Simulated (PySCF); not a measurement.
Input file for PySCF: R-B3LYP/LANL2DZ on ClFHIn (SMILES [F][InH][Cl]), a point of a bond scan (R = 5.419 Å).

```python
from pyscf import gto, scf, dft, mp
from pyscf.data.elements import chemcore

mol = gto.M(
    atom='''
    In   -0.09474537   -0.41822875    0.20223357
    H    -3.05952841   -4.88229416    1.00936637
    F     1.57814816   -0.11257062    1.16386102
    Cl   -0.50232767    1.37174079   -1.22580333
    ''',
    basis='lanl2dz',
    ecp={'Cl': 'lanl2dz', 'In': 'lanl2dz'},
    charge=0, spin=0, verbose=3, max_memory=1800)
mf = dft.RKS(mol, xc='b3lyp')
mf.conv_tol = 1e-8
mf.max_cycle = 100
mf.kernel()
if not mf.converged:
    mf = mf.newton().run(mf.mo_coeff, mf.mo_occ)
```

Task: Predict the final total energy.

Result: -117.1882 hartree.
